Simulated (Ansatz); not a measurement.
Process, species as SMILES: Cl[Se]Cl + H+ → [SeH+](Cl)Cl
B3LYP-D3(BJ)/def2-TZVP geometries, fixed; electronic energies without zero-point terms; positive where energy is released.

Basis-set convergence of the proton affinity at PBE with Ansatz (a quantum-chemistry and plane-wave program). Cartesian d functions, on some or all atoms, in 3-21G, 6-31G*, 6-31G**; all else is spherical. The program fits the integrals of some runs and decomposes those of others, by size. The proton sits at the site shown, which need not be the one that binds it best. No added dispersion term, no relativity. Functions are those of the species that has most. Reference: the value in pcseg-4, 170.40 kcal/mol, itself unsure by roughly 0.07 kcal/mol (its mean distance from aug-pcseg-3, aug-cc-pV(Q+d)Z, cc-pV(5+d)Z). Deviations are taken from unrounded values.

| basis | functions | proton affinity (kcal/mol) | minus reference (kcal/mol) |
|---|---|---|---|
| 3-21G | 51 | 144.89 | -25.51 |
| 6-31G* | 75 | 165.84 | -4.56 |
| 6-31G** | 78 | 166.98 | -3.42 |
| aug-pcseg-1 | 99 | 167.38 | -3.02 |
| aug-cc-pV(D+d)Z | 109 | 168.11 | -2.29 |
| pcseg-2 | 125 | 170.11 | -0.29 |
| def2-TZVPP | 146 | 171.04 | 0.63 |
| aug-pcseg-2 | 182 | 170.08 | -0.32 |
| aug-cc-pV(T+d)Z | 192 | 170.15 | -0.25 |
| cc-pV(Q+d)Z | 226 | 170.66 | 0.25 |
| def2-QZVPPD | 289 | 170.40 | -0.01 |
| aug-cc-pV(Q+d)Z | 317 | 170.45 | 0.05 |
| pcseg-4 | 382 | 170.40 | 0.00 |

The smallest set listed that lies within 2 kcal/mol of the reference with all its larger relatives (same family, alike in diffuse functions; a set with none counts only in the reference's own line) is pcseg-2 (125 functions, -0.29 kcal/mol off). Inside, with no larger relative to test it: def2-QZVPPD. (Relatives not listed, tested too: pcseg-3 0.02, def2-QZVP 0.10, def2-QZVPP 0.13, aug-pcseg-3 -0.05, cc-pV(5+d)Z 0.12 kcal/mol.)
